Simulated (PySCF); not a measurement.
# Correlation energy of C (carbon, neutral)

[He] 2s1 2p3, high-spin 5S determinant (an excited configuration). All numbers are calculated (PySCF 2.14, scalar relativity by spin-free X2C-1e, in aug-cc-pVQZ-DK). Frozen: 1s2; 4 electrons correlated.

```csv
level,correlation energy (mhartree)
CCSD,-35.46
(T),-0.40
CCSD(T),-35.86
```

Diagnostics: T1 = 0.0043, D1 = 0.0069, largest double amplitude 0.025.

Problem. Is a single reference adequate?

Solution. Yes: T1 lies below 0.03 and no double amplitude reaches 0.07.
